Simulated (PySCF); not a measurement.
C₃H₁₂BP.
Bonds: B1–P2, P2–C3, P2–C4, P2–C5. Hydrogens: H6, H7, H8 on B1; H9, H10, H11 on C3; H12, H13, H14 on C4; H15, H16, H17 on C5.

Method: PBE0-D3(BJ)/def2-SVP geometry optimisation, gas phase (PySCF 2.14.0); density fitting, grid level 1; the optimiser is geomeTRIC in internal coordinates, started from a GFN2-xTB structure with every atom displaced at random (about 0.01 Å).

Step 0: E = -13258.3859 eV
```
atom  x, y, z in Å  |  force x, y, z in eV/Å
B1     -0.3358    1.6871   -0.8003   -0.258  -0.015   0.090
P2      0.1563    0.0573    0.0307    0.692  -0.751   0.178
C3      0.3866   -1.3772   -1.0932    0.797   0.415   1.116
C4     -0.9708   -0.6182    1.2740   -1.392   0.779  -0.365
C5      1.7388    0.0810    0.9589   -0.566   0.749  -0.227
H6     -1.3946    1.4815   -1.3517   -0.246  -0.168  -0.138
H7     -0.4490    2.4953    0.0874    0.001   0.218   0.399
H8      0.5454    1.9740   -1.5658    0.421  -0.028  -0.293
H9      0.6991   -2.2615   -0.5146   -0.086   0.032  -0.074
H10    -0.5263   -1.5660   -1.6072   -1.067  -0.276  -0.680
H11     1.1660   -1.1261   -1.8041    0.318   0.087  -0.439
H12    -1.9605   -0.7878    0.8031    0.239   0.004  -0.010
H13    -1.1674    0.1253    2.0574    0.192   0.055   0.124
H14    -0.6562   -1.5509    1.7099    0.477  -0.636   0.300
H15     1.6646    0.8298    1.7525   -0.044   0.194   0.145
H16     2.5436    0.3868    0.2994    0.407   0.099  -0.343
H17     1.9649   -0.8708    1.4107    0.115  -0.758   0.218
```

Step 1: E = -13258.5036 eV
```
atom  x, y, z in Å  |  force x, y, z in eV/Å
B1     -0.3440    1.6458   -0.7660    0.091   0.108  -0.102
P2      0.1891    0.0156    0.0494   -0.114   0.073   0.053
C3      0.4126   -1.3802   -1.0958   -0.234  -0.013  -0.202
C4     -1.0324   -0.5803    1.2618    0.283  -0.334   0.078
C5      1.7583    0.1083    0.9673    0.079  -0.175   0.056
H6     -1.4172    1.4039   -1.3019   -0.028  -0.035  -0.013
H7     -0.4355    2.4451    0.1583    0.004  -0.015   0.026
H8      0.5460    1.9281   -1.5609   -0.013  -0.005   0.005
H9      0.7183   -2.2945   -0.5705    0.030  -0.063   0.036
H10    -0.5428   -1.5652   -1.6248    0.232   0.064   0.114
H11     1.1728   -1.1131   -1.8455   -0.028  -0.003   0.025
H12    -1.9943   -0.7117    0.7545   -0.116  -0.012  -0.067
H13    -1.1582    0.1744    2.0467   -0.004   0.085   0.070
H14    -0.7178   -1.5397    1.7141   -0.093   0.175  -0.047
H15     1.6701    0.8697    1.7544   -0.015   0.029   0.008
H16     2.5627    0.4169    0.2816   -0.057  -0.015   0.014
H17     2.0171   -0.8635    1.4244   -0.016   0.137  -0.055
```

Q: Estimate the geometry and energy of step 2. (The exact step hangs on the optimiser's Hessian estimate; all steps are aligned on step 1, rigid shifts and turns removed.)

A: E = -13258.5088 eV, largest force 0.067 eV/Å
```
atom  x, y, z in Å  |  force x, y, z in eV/Å
B1     -0.3387    1.6489   -0.7724    0.028   0.045  -0.038
P2      0.1852    0.0157    0.0509   -0.052   0.010   0.038
C3      0.4087   -1.3781   -1.0988   -0.032  -0.024  -0.026
C4     -1.0279   -0.5886    1.2679    0.036  -0.057  -0.002
C5      1.7539    0.1075    0.9699    0.020  -0.031   0.019
H6     -1.4121    1.4031   -1.3100   -0.004  -0.010  -0.001
H7     -0.4303    2.4461    0.1542   -0.005  -0.004   0.006
H8      0.5536    1.9270   -1.5652   -0.002  -0.017   0.009
H9      0.7148   -2.2968   -0.5764    0.003   0.007  -0.003
H10    -0.5398   -1.5567   -1.6274    0.024   0.013   0.008
H11     1.1687   -1.1075   -1.8458    0.005   0.003   0.004
H12    -1.9949   -0.7205    0.7613   -0.001   0.008   0.012
H13    -1.1522    0.1706    2.0533   -0.008   0.008  -0.006
H14    -0.7177   -1.5420    1.7224   -0.005   0.021  -0.003
H15     1.6634    0.8727    1.7542   -0.003   0.009  -0.009
H16     2.5534    0.4163    0.2811   -0.002   0.006  -0.004
H17     2.0166   -0.8580    1.4279    0.000   0.014  -0.003
```

The energy changes by -0.0052 eV. The first-order estimate −F·Δx gives -0.0089 eV and the mean of the old and new forces, exact on a quadratic surface, -0.0052 eV. The step makes an angle of 70° with the force vector and moves no atom by more than 0.011 Å.

The cost below is that of the whole optimisation. The run took 34 s wall on one thread of an Arm Neoverse V1, no GPU, shared host with 32 logical CPUs at a one-minute load of 27, and the process peaked at 0.60 GiB of memory.
